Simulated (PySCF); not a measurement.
H3O3Ta, SMILES [OH][Ta]([OH])[OH] (connectivity only; charge and spin as stated), neutral, multiplicity 3.

The structure is a stationary point at r2SCAN-D4/def2-SVP. The multiplicity is an assumed one; other spin states were not compared. The def2 effective core potentials stand for the cores of Ta; spin–orbit coupling is left out. Other conformers were not sampled.

Calculation: TDA-PBE0/def2-SVPD (PySCF).

Vertical excitations. 

```csv
state,energy (eV),λ (nm),f,main pairs
root 1,1.28,972,0.001,α HOMO→LUMO 99 %
root 2,2.15,577,0.004,"α HOMO→LUMO+1 77 %, α HOMO→LUMO+3 15 %"
root 3,2.51,494,0.000,"α HOMO−1→LUMO 77 %, α HOMO→LUMO+5 14 %"
root 4,2.67,464,0.000,"α HOMO→LUMO+5 47 %, α HOMO→LUMO+4 29 %, α HOMO−1→LUMO 23 %"
root 5,3.14,395,0.012,α HOMO→LUMO+2 94 %
root 6,3.40,365,0.005,"α HOMO→LUMO+3 81 %, α HOMO→LUMO+1 15 %"
root 7,3.77,329,0.020,"α HOMO−1→LUMO+1 76 %, α HOMO−1→LUMO+3 17 %"
root 8,3.95,313,0.000,"α HOMO→LUMO+4 61 %, α HOMO→LUMO+5 39 %"
root 9,4.01,309,0.008,α HOMO→LUMO+6 96 %
root 10,4.11,301,0.000,"α HOMO−1→LUMO+5 58 %, α HOMO−1→LUMO+4 41 %"
```
Unrestricted roots are not spin-pure.
